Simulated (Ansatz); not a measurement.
The cluster Al5O9H3, relaxed as a singlet with RKS r2SCAN-D4/def2-SVP in Ansatz, starting from the GFN2-xTB geometry. Force threshold 0.03 eV/Å.

The structure holds one bond between oxygen atoms, so isomers without such links may lie far lower. The restricted singlet is unstable towards broken spin symmetry in Hartree–Fock (as tested in another run); at r2SCAN-D4/def2-SVP this wasn't settled. An occupied level lies above an empty one. Another isomer (singlet) lies 8.48 eV lower at PBE0-D4/def2-TZVP; other spin states weren't run for this one.

Start:

Cartesian coordinates in Å:
```
Al -1.0194 -1.8948 3.6149
Al 0.7635 1.2064 0.2315
Al 0.4313 1.4168 -2.8321
Al -0.4287 -0.3660 1.8320
Al -0.1920 -1.3039 -1.3702
O 1.4779 1.6428 -1.3454
O 0.4615 -1.2300 3.1476
O 0.0401 -0.5233 0.1674
O -0.4898 -2.9083 -1.2578
O -0.0465 -0.2338 -2.6257
O -1.9625 -1.0869 2.4711
O -0.3310 1.4069 1.7175
O 0.4199 2.3590 -4.1428
O 0.0976 2.1355 -1.1144
H 2.0946 0.9722 0.9712
H -0.6677 2.1290 2.2502
H -0.6489 -3.7216 -1.7152
```

(1) Estimate the energy that the relaxation releases and the steps that it takes.

(2) Does the start keep its bonding and symmetry?

(3) Predict the relaxed structure.

Answers

(1) 332.8 kJ/mol, in 24 steps; 4.2 min on 4 threads of Arm Neoverse V1 on a shared host. No frequencies were taken in this run, so the end may be a saddle point.

(2) Bonds formed: Al1–O9, Al5–O11 (atoms count from 1). Metal–metal contacts that move far: Al1–Al5 5.09 to 2.73 Å, Al4–Al5 3.35 to 2.64 Å.

(3) 
```xyz
17

Al   -1.544   -2.392    1.423
Al    1.358    1.329    0.267
Al   -0.088    1.202   -2.621
Al   -0.269   -0.305    1.836
Al   -0.491   -1.036   -0.694
O     1.445    1.569   -1.610
O    -0.540   -1.793    2.719
O     0.835   -0.416    0.391
O    -0.723   -2.849   -0.179
O    -0.552   -0.441   -2.258
O    -1.680   -0.748    0.677
O     0.202    1.382    1.977
O    -0.514    2.050   -3.997
O     0.121    2.063   -0.895
H     2.672    1.925    0.887
H     0.077    2.117    2.587
H    -0.307   -3.656   -0.511
```
Bond lengths (bridged metal pairs left out): 19 × Al–O 1.67 to 2.07 Å; 1 × O–O 1.58 Å; 2 × H–O 0.96 to 0.97 Å; 1 × Al–H 1.57 Å.
